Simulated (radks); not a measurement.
The numbers below are computed, except where a source is named.
Task: Li, 3 electrons, occupied as [He] 2s0.5 2p0.5 (fractional occupations, a model configuration). Level of theory: non-relativistic Kohn-Sham, PBE, spin-polarised, spherical densities, point nucleus; open shells are filled with parallel spins first (a radial shooting solver on a logarithmic mesh with Libxc functionals). Some entries of the table are withheld. Estimate them.

| orbital | occ. | eigenvalue (eV) | <r> (bohr) |
|---|---|---|---|
| 1s up | 1 | -52.4645 | 0.5817 |
| 1s down | 1 | -52.2931 | 0.5805 |
| 2s up | 0.5 | -3.4439 | (1) |
| 2p up | 0.5 | -1.5749 | 4.709 |

Result: 
(1) 2s up <r> (bohr): 3.794
